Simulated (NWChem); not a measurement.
Species: p-cresol (C$_{7}$H$_{8}$O); SMILES c1(C)ccc(cc1)O

```xyz
16

C     -0.0025    -2.8920     0.0141
C     -0.0033    -1.3832    -0.0122
C      1.1993    -0.6500    -0.0112
C      1.2038     0.7521    -0.0021
C     -0.0112     1.4638     0.0046
O     -0.0717     2.8261     0.0102
C     -1.2243     0.7481    -0.0009
C     -1.2098    -0.6510    -0.0099
H     -0.8936    -3.3095    -0.4956
H      0.8985    -3.3090    -0.4784
H     -0.0129    -3.2805     1.0559
H      2.1613    -1.1870    -0.0199
H      2.1602     1.3018    -0.0053
H      0.8398     3.1720     0.0109
H     -2.1693     1.3105    -0.0028
H     -2.1686    -1.1939    -0.0176
```
Atoms are numbered in this order, from 1.

All runs: NWChem. Geometry: optimised at PBE-D3(BJ)/def2-SVP. No frequency run checked for a minimum. Level: PBE0/def2-SVP with SMD (1 M gas to 1 M solution), gas-phase geometry.

| solvent | dielectric constant | solvation free energy (kcal/mol) | cavity-dispersion-structure term (kcal/mol) | dipole in solution (D) |
|---|---|---|---|---|
| water | 78.4 | -5.4 | 3.9 | 1.99 |
| n-hexane | 1.88 | -6.6 | -3.9 | 1.53 |
| dichloromethane | 8.93 | -9.2 | (withheld) | 1.78 |
| tetrahydrofuran | 7.43 | -7.8 | -2.5 | 1.73 |
| dimethyl sulfoxide | 46.8 | -6.7 | -0.7 | 1.80 |
| chlorobenzene | 5.70 | -8.6 | -3.6 | 1.70 |
| 2-propanol | 19.3 | -8.9 | -0.6 | 1.92 |

**Question.** Complete the blanks.

**Answer.** 
- dichloromethane, cavity-dispersion-structure term (kcal/mol): -3.0
